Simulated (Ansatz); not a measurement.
Molecule: CdCl, net charge 0, doublet state. The spin state was set by rule; other spins were not relaxed. SMILES of the parent species: [Cl][Cd]
Coordinates optimised at B3LYP-D3(BJ)/def2-TZVP (Ansatz, a program for electronic structure):
```xyz
2

Cd     0.0000     0.0000    -0.6275
Cl     0.0000     0.0000     1.7717
```
Charge 0, spin multiplicity 2.

Computed values are from Ansatz. Cores are frozen in the correlated levels unless marked. Open shells are spin-unrestricted. No spin-orbit coupling. The frozen core is the preceding noble-gas configuration, with the filled d and f shells of earlier blocks. Past Kr the def2 sets carry scalar-relativistic core potentials. CBS marks a two-point X^-3 extrapolation of the correlation energy; Hartree-Fock from the larger set.

Problem. What is the atomisation energy De at CCSD(T)/CBS(def2-TZVPPD,def2-QZVPPD)?

Solution. 44.1 kcal/mol.

Problem. What is the total energy at CCSD(T)/CBS(def2-TZVPPD,def2-QZVPPD)?

Solution. -627.1552 Eh.

Problem. What is the T1 diagnostic at CCSD/def2-QZVPPD?

Solution. 0.020.

Problem. What is the dipole moment at CCSD(T)/def2-SVPD?

Solution. 3.95 D.
